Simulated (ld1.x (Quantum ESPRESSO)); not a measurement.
## Ranking TM potentials for Ta

All share these settings but for the change named:

ld1.x (Quantum ESPRESSO) 7.5 input, shortened:

```
&input
   title='Ta', zed=73., rel=1, dft='PZ', iswitch=3,
   config='[Xe] 4f14 5d3 6s2 6p0'
 /
 &inputp
   pseudotype=2, tm=.true., lloc=1,
   nlcc=.false.
 /
3
5S  1  0   2.00   0.00  1.75  1.75  0.0
5D  3  2   3.00   0.00  2.75  2.75  0.0
5P  2  1   6.00   0.00  2.10  2.10  0.0
 &test
   configts(1)='5s2 5p6 5d3 6s2 6p0'
 /
```

Occupied shells without a wave of their own: 6s. They enter only through the test configuration that unscreens the potential.

Test errors are all-electron minus pseudo excitation energies from the reference, over 5s2 5p6 5d3 6s1 6p0; 5s2 5p6 5d3 6s0 6p0; 5s2 5p6 5d2 6s0 6p0; 5s2 5p6 5d4 6s0 6p0; 5s2 5p5 5d3 6s2 6p0; 5s2 5p6 5d3.5 6s1.5 6p0; 5s2 5p6 5d3 6s1 6p1. None of these files shows a bound ghost.

The base gives 248.0 meV.

Of 7 variants that were run, those that failed, showed a ghost or another fault, or gave nearly equal values are left out.

A variant can come out equal or close to the base, since the largest error may sit in a test that the change hardly touches while other tests move.

(1) Rank these variants by their largest absolute test error, smallest first.
A. wave 5d (bound): rc 2.75 bohr becomes 5d (bound): rc 2.90 bohr
B. wave 5d (bound): rc 2.75 bohr becomes 5d (bound): rc 3.66 bohr
C. wave 5d (bound): rc 2.75 bohr becomes 5d (bound): rc 3.38 bohr

Answers

(1) A (247.9 meV), C (283.7 meV), B (372.3 meV).
